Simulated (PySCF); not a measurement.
**How methods differ on the ionisation energy of O+**

O+ [He] 2s2 2p3 (4S) → O(2+) [He] 2s2 2p2 (3P), as a difference of total energies. Calculation: PySCF 2.14, in cc-pVDZ; no relativity, point nucleus. Correlated levels: valence: 1s2 frozen. The calculations carry no spin-orbit coupling.

```
           method  ionisation energy (eV)  error (eV)
              UHF                  34.598      -0.523
              PBE                  35.367      +0.246
           r2SCAN                  35.557      +0.436
    MP2 (valence)                  34.988      -0.133
SCS-MP2 (valence)                  34.789      -0.332
   CCSD (valence)                  34.787      -0.334
CCSD(T) (valence)                  34.785      -0.336
```

Reference: 35.121 eV (measured; NIST Atomic Spectra Database, ionization energies).

Errors of the correlated levels include the incompleteness of this basis and the frozen core.
